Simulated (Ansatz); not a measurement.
Name a neutral molecule of C, O, Se, Si and H with LUMO energy (PBE/def2-TZVPP) between -2.85 and -2.55 eV and HOMO energy (ωB97M-V/def2-TZVPP) between -9.45 and -9.15 eV (Ansatz, PBE0-D4/def2-TZVP geometry).

`O=C([SiH3])[SeH]` (-2.62 eV, -9.35 eV). Other molecules can fit too; these were computed, each in one conformer that needn't be the lowest.
